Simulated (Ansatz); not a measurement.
Start from `CO[Si]OC` and change one atom or group to get `CO[Si]C`.

Ansatz, PBE0-D4/def2-TZVP geometries, multiplicity 1. Each molecule was computed in one conformer, which needn't be the lowest.

```csv
property,`CO[Si]OC`
LUMO energy (B3LYP/def2-TZVPP) / eV,-1.06
HOMO–LUMO gap (B3LYP/def2-TZVPP) / eV,5.67
HOMO–LUMO gap (ωB97M-V/def2-TZVPP) / eV,10.16
size of the dipole moment (PBE/def2-TZVPP) / D,3.03
HOMO energy (ωB97M-V/def2-TZVPP) / eV,-9.08
HOMO energy (PBE0/def2-TZVPP) / eV,-6.93
```

Problem. What does the change do to each property? (Estimate.)

Solution. The calculation gave: 
```
                                      property  `CO[Si]C`  shift
           LUMO energy (B3LYP/def2-TZVPP) / eV      -1.70  -0.64
         HOMO–LUMO gap (B3LYP/def2-TZVPP) / eV       4.27  -1.40
       HOMO–LUMO gap (ωB97M-V/def2-TZVPP) / eV       8.71  -1.45
size of the dipole moment (PBE/def2-TZVPP) / D       2.26  -0.77
         HOMO energy (ωB97M-V/def2-TZVPP) / eV      -8.24   0.84
            HOMO energy (PBE0/def2-TZVPP) / eV      -6.14   0.79
```

With PBE0 the HOMO rises by 0.79 eV and the LUMO falls by 0.64 eV, so the gap narrows by about 1.43 eV. PBE moves the HOMO by 0.78 eV and ωB97M-V by 0.84 eV. The zero-point energy changes by -17.9 kJ/mol with -3 modes. Dipoles are sizes alone; their direction can turn.

B3LYP here is the variant with VWN-RPA as its local correlation; programs differ in this.
